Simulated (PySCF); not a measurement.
# Working with the constants of GeF

UHF-CCSD(T) constants of GeF, ²Π (doublet), unpaired electrons π ↑ (PySCF, no relativity, basis sets Ge def2-SVP, F def2-SVP; masses 73.9212 and 18.9984 u):

```
ωe           : 688.2 cm⁻¹
ωexe         : 2.79 cm⁻¹
Be           : 0.35964 cm⁻¹
αe           : 0.00231 cm⁻¹
De to Ge + F : 4.73 eV
```

Q: What force constant and bond length do these constants imply?

A: Reduced mass μred = 15.114 u; k = 5.8918×10⁻⁷·μred·ωe² (u, cm⁻¹, mdyn/Å) = 4.22 mdyn/Å; Re = √(16.8576/(μred·Be)) (u, cm⁻¹, Å) = 1.761 Å.

Q: Estimate the centrifugal constant D from the Kratzer relation and find the Dunham coefficient a1.

A: D = 4Be³/ωe² = 3.93e-07 cm⁻¹; a1 = −1 − αeωe/(6Be²) = -3.05.

Correlated steps freeze 10 core orbitals. Correlated levels converge slowly with the basis: in double zeta they bind strong bonds too weakly, by up to about 1 eV, and carry superposition errors of some tenths. Spin–orbit coupling is left out. The state was picked by a PBE0 search and need not be the measured ground state.
